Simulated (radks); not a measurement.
Results of a calculation; reference values are marked as such.
Ionisation of Ag2+, [Kr] 4d9, to Ag3+, [Kr] 4d8, under several functionals. Scalar-relativistic Kohn-Sham, spin-polarised, spherical densities, finite nucleus; open shells are filled with parallel spins first (spin-orbit coupling, left out, can overturn this in heavy ions); a radial shooting solver on a logarithmic mesh with Libxc functionals.

functional                                        E(Ag2+) (hartree)  Exc (hartree)  IE (eV)  -e(HOMO) (eV)  <r> HOMO (bohr)  IE error (eV)
LDA (Slater exchange, Perdew-Zunger correlation)        -5309.90908     -143.45020   35.896         28.813            1.314         +1.096
PW91                                                    -5315.65897     -149.26756   35.665         28.593            1.312         +0.865
BLYP                                                    -5315.41552     -149.00106   35.481         28.424            1.317         +0.681
OLYP                                                    -5316.98326     -150.71141   35.631         28.530            1.306         +0.831
PBE                                                     -5314.83421     -148.43388   35.577         28.508            1.312         +0.777
LDA (Slater exchange, VWN5 correlation)                 -5309.93051     -143.47237   35.885         28.807            1.314         +1.085
exchange-only B88                                       -5313.10923     -146.67094   34.293         27.297            1.320         -0.507

NIST Atomic Spectra Database: 34.8 eV (semi-empirical). Closest: exchange-only B88. The Delta-SCF values span 1.60 eV, the total energies 7.07 hartree. The highest occupied level is 4d. Open shells are spherical and high-spin; term and fine-structure splittings are not resolved.
